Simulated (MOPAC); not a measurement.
MOPAC input (PM3):

```
PM3 PRECISE GNORM=0.05 LET XYZ CHARGE=1 GEO-OK AUX(PRECISION=9) THREADS=1
C2H7GeO2

C     2.89565900 1    0.21619300 1   -0.39280100 1
C     1.57651200 1    0.03766900 1    0.25905300 1
O     1.24391200 1   -0.16651000 1    1.36389300 1
O     0.44371200 1    0.14138100 1   -0.69983400 1
Ge   -1.42739100 1   -0.06705000 1   -0.03988800 1
H     2.95419300 1    1.19968100 1   -0.86440100 1
H     3.04449800 1   -0.54692100 1   -1.15999500 1
H     3.66941600 1    0.12790500 1    0.36526100 1
H     0.66262600 1    0.31024600 1   -1.63074500 1
H    -2.09133100 1    0.12838500 1   -1.39751100 1
H    -1.51485900 1    1.08646900 1    0.94427900 1
H    -1.38204500 1   -1.48229200 1    0.50954400 1
```

Output:

```
 *******************************************************************************
 **                                                                           **
 **                              MOPAC v23.2.5                                **
 **                                                                           **
 *******************************************************************************
 ** MOPAC's Digital Object Identifier: https://doi.org/10.5281/zenodo.6511958 **
 **                                                                           **
 ** Please cite the open-source release paper for use of this MOPAC version:  **
 ** J. E. Moussa and J. J. P. Stewart (2026)                                  **
 ** MOPAC: An open-source semiempirical molecular orbital program             **
 ** J. Open Source Softw., 11(119), 8025, https://doi.org/10.21105/joss.08025 **
 *******************************************************************************

                              PM3 CALCULATION RESULTS

 *******************************************************************************
 *  PM3        - The PM3 Hamiltonian to be used
 *  GEO-OK     - OVERRIDE INTERATOMIC DISTANCE AND OTHER SAFETY CHECKS
 *
 *
 *
 *                 CHARGE ON SYSTEM = +1
 *
 *
 *
 *  LET        - OVERRIDE SOME SAFETY CHECKS
 *  PRECISE    - TIGHTER CRITERIA TO BE USED
 *  XYZ        - CARTESIAN COORDINATE SYSTEM TO BE USED
 *  GNORM      - EXIT WHEN GRADIENT NORM DROPS BELOW 0.050
 *  AUX        - OUTPUT AUXILIARY INFORMATION
 *******************************************************************************
PM3 PRECISE GNORM=0.05 LET XYZ CHARGE=1 GEO-OK AUX(PRECISION=9) THREADS=1
 C2H7GeO2

   ATOM   CHEMICAL          X               Y               Z
  NUMBER   SYMBOL      (ANGSTROMS)     (ANGSTROMS)     (ANGSTROMS)

     1       C          2.89565900  *   0.21619300  *  -0.39280100  *
     2       C          1.57651200  *   0.03766900  *   0.25905300  *
     3       O          1.24391200  *  -0.16651000  *   1.36389300  *
     4       O          0.44371200  *   0.14138100  *  -0.69983400  *
     5      Ge         -1.42739100  *  -0.06705000  *  -0.03988800  *
     6       H          2.95419300  *   1.19968100  *  -0.86440100  *
     7       H          3.04449800  *  -0.54692100  *  -1.15999500  *
     8       H          3.66941600  *   0.12790500  *   0.36526100  *
     9       H          0.66262600  *   0.31024600  *  -1.63074500  *
    10       H         -2.09133100  *   0.12838500  *  -1.39751100  *
    11       H         -1.51485900  *   1.08646900  *   0.94427900  *
    12       H         -1.38204500  *  -1.48229200  *   0.50954400  *

          CARTESIAN COORDINATES

    NO.       ATOM           X           Y           Z

     1         C          2.8957      0.2162     -0.3928
     2         C          1.5765      0.0377      0.2591
     3         O          1.2439     -0.1665      1.3639
     4         O          0.4437      0.1414     -0.6998
     5        Ge         -1.4274     -0.0670     -0.0399
     6         H          2.9542      1.1997     -0.8644
     7         H          3.0445     -0.5469     -1.1600
     8         H          3.6694      0.1279      0.3653
     9         H          0.6626      0.3102     -1.6307
    10         H         -2.0913      0.1284     -1.3975
    11         H         -1.5149      1.0865      0.9443
    12         H         -1.3820     -1.4823      0.5095

  H: (PM3): J. J. P. STEWART, J. COMP. CHEM. 10, 209 (1989).
  C: (PM3): J. J. P. STEWART, J. COMP. CHEM. 10, 209 (1989).
  O: (PM3): J. J. P. STEWART, J. COMP. CHEM. 10, 209 (1989).
 Ge: (PM3): J. J. P. STEWART, J. COMP. CHEM. 12, 320-341 (1991).

           Empirical Formula: C2 H7 O2 Ge  =    12 atoms

      MOLECULAR POINT GROUP   :   Cs

      RHF CALCULATION, NO. OF DOUBLY OCCUPIED LEVELS = 15

          Geometry optimization using EF

          DIAGONAL MATRIX USED AS START HESSIAN

 CYCLE:     1  GRAD.:   104.237 HEAT:  111.6181
 CYCLE:     2  GRAD.:   407.060 HEAT:  130.1978
 CYCLE:     3  GRAD.:   161.078 HEAT:  107.3099
 CYCLE:     4  GRAD.:   513.535 HEAT:  138.7754
 CYCLE:     5  GRAD.:   284.311 HEAT:  134.1590
 CYCLE:     6  GRAD.:   226.482 HEAT:  113.8077
 CYCLE:     7  GRAD.:   225.063 HEAT:  113.4769
 CYCLE:     8  GRAD.:   331.776 HEAT:  119.5327
 CYCLE:     9  GRAD.:   132.181 HEAT:  105.4709
 CYCLE:    10  GRAD.:   259.559 HEAT:  112.2213
 CYCLE:    11  GRAD.:   117.180 HEAT:  101.6117
 CYCLE:    12  GRAD.:   495.174 HEAT:  128.3624
 CYCLE:    13  GRAD.:   168.478 HEAT:  106.2744
 CYCLE:    14  GRAD.:   148.171 HEAT:  104.5265
 CYCLE:    15  GRAD.:    31.514 HEAT:  95.20094
 CYCLE:    16  GRAD.:    51.767 HEAT:  95.71008
 CYCLE:    17  GRAD.:     8.935 HEAT:  94.70260
 CYCLE:    18  GRAD.:    10.395 HEAT:  94.66344
 CYCLE:    19  GRAD.:    27.118 HEAT:  94.81490
 CYCLE:    20  GRAD.:     4.360 HEAT:  94.55098
 CYCLE:    21  GRAD.:     3.056 HEAT:  94.51386
 CYCLE:    22  GRAD.:     2.643 HEAT:  94.48153
 CYCLE:    23  GRAD.:     1.098 HEAT:  94.47596
 CYCLE:    24  GRAD.:     0.825 HEAT:  94.47435
 CYCLE:    25  GRAD.:     0.817 HEAT:  94.47266
 CYCLE:    26  GRAD.:     0.347 HEAT:  94.47155
 CYCLE:    27  GRAD.:     0.277 HEAT:  94.47134
 CYCLE:    28  GRAD.:     0.136 HEAT:  94.47124
 CYCLE:    29  GRAD.:     0.090 HEAT:  94.47120
 CYCLE:    30  GRAD.:     0.055 HEAT:  94.47119
 CYCLE:    31  GRAD.:     0.029 HEAT:  94.47119

     GRADIENT =  0.02930 IS LESS THAN CUTOFF =  0.05000

 -------------------------------------------------------------------------------
 PM3 PRECISE GNORM=0.05 LET XYZ CHARGE=1 GEO-OK AUX(PRECISION=9) THREADS=1
 C2H7GeO2

     GEOMETRY OPTIMISED USING EIGENVECTOR FOLLOWING (EF).
     SCF FIELD WAS ACHIEVED

                              PM3 CALCULATION
                                                       MOPAC v23.2.5 Linux

          FINAL HEAT OF FORMATION =         94.47119 KCAL/MOL =     395.26745 KJ/MOL

          COSMO AREA              =        133.19 SQUARE ANGSTROMS
          COSMO VOLUME            =        122.14 CUBIC ANGSTROMS

          GRADIENT NORM           =          0.02930          =       0.00846 PER ATOM
          IONIZATION POTENTIAL    =         16.239166 EV
          HOMO LUMO ENERGIES (EV) =        -16.239 -5.954
          NO. OF FILLED LEVELS    =         15
          MOLECULAR WEIGHT        =        135.6661         POINT GROUP:  Cs

          MOLECULAR DIMENSIONS (Angstroms)

            Atom       Atom       Distance
            H    10    H     8     5.93801
            H     6    H    12     3.77697
            H    11    H     7     3.51969

          SCF CALCULATIONS        =         32

   ATOM   CHEMICAL          X               Y               Z
  NUMBER   SYMBOL      (ANGSTROMS)     (ANGSTROMS)     (ANGSTROMS)

     1       C          2.91684115  *   0.20911290  *  -0.34455162  *
     2       C          1.52499495  *   0.05621698  *   0.13377071  *
     3       O          0.94475576  *  -0.14881397  *   1.16804442  *
     4       O          0.42875456  *   0.15223030  *  -0.76853558  *
     5      Ge         -1.25685710  *  -0.07289530  *   0.04673698  *
     6       H          3.07327188  *   1.19965239  *  -0.79896195  *
     7       H          3.16404714  *  -0.55638852  *  -1.09624354  *
     8       H          3.62743673  *   0.10454409  *   0.49016829  *
     9       H          0.59889117  *   0.31760515  *  -1.69375242  *
    10       H         -2.05633755  *   0.10165097  *  -1.22873176  *
    11       H         -1.64105388  *   0.99766891  *   1.04608791  *
    12       H         -1.51478092  *  -1.44497261  *   0.63267015  *

                             CARTESIAN COORDINATES

   1    C        2.916841151     0.209112901    -0.344551620
   2    C        1.524994948     0.056216984     0.133770707
   3    O        0.944755757    -0.148813971     1.168044416
   4    O        0.428754556     0.152230299    -0.768535579
   5   Ge       -1.256857104    -0.072895301     0.046736982
   6    H        3.073271884     1.199652394    -0.798961947
   7    H        3.164047138    -0.556388516    -1.096243542
   8    H        3.627436725     0.104544093     0.490168290
   9    H        0.598891167     0.317605149    -1.693752418
  10    H       -2.056337554     0.101650969    -1.228731755
  11    H       -1.641053884     0.997668915     1.046087905
  12    H       -1.514780916    -1.444972610     0.632670146

           Empirical Formula: C2 H7 O2 Ge  =    12 atoms

      MOLECULAR POINT GROUP   :   Cs

                  EIGENVALUES
 -46.98545 -42.14493 -36.43860 -27.88019 -24.61819 -23.84144 -22.56037 -21.25023
 -20.06821 -19.58034 -18.85724 -18.46772 -17.96378 -16.40682 -16.23917  -5.95356
  -5.07080  -4.11136  -3.77180  -3.67028  -2.71365  -1.88039  -1.50217  -1.02875
  -0.93894  -0.66859   0.80780

              NET ATOMIC CHARGES AND DIPOLE CONTRIBUTIONS

  ATOM NO.   TYPE          CHARGE      No. of ELECS.   s-Pop       p-Pop
    1          C          -0.098806        4.0988     1.12476     2.97405
    2          C           0.409920        3.5901     1.22349     2.36659
    3          O          -0.188206        6.1882     1.85169     4.33652
    4          O          -0.316045        6.3160     1.72768     4.58836
    5         Ge           0.600104        3.3999     0.73328     2.66662
    6          H           0.106643        0.8934     0.89336
    7          H           0.106646        0.8934     0.89335
    8          H           0.120405        0.8796     0.87960
    9          H           0.296684        0.7033     0.70332
   10          H          -0.032736        1.0327     1.03274
   11          H          -0.002304        1.0023     1.00230
   12          H          -0.002302        1.0023     1.00230
 DIPOLE           X         Y         Z       TOTAL
 POINT-CHG.     3.371     0.583    -2.416     4.188
 HYBRID         0.664     0.185    -0.892     1.128
 SUM            4.035     0.769    -3.308     5.274

          ATOMIC ORBITAL ELECTRON POPULATIONS

     Atom    s        px        py        pz
    1  C   1.12476   0.85479   1.05763   1.06163
    2  C   1.22349   0.86011   0.69815   0.80833
    3  O   1.85169   1.56959   1.41296   1.35397
    4  O   1.72768   1.36353   1.90738   1.31745
    5 Ge   0.73328   0.54820   1.08693   1.03148
    6  H   0.89336
    7  H   0.89335
    8  H   0.87960
    9  H   0.70332
   10  H   1.03274
   11  H   1.00230
   12  H   1.00230

 **********************
 *                    *
 * JOB ENDED NORMALLY *
 *                    *
 **********************

 == MOPAC DONE ==
```

The dipole moment of an ion depends on the origin.

The geometry given is a B3LYP-D3(BJ)/def2-TZVP minimum.
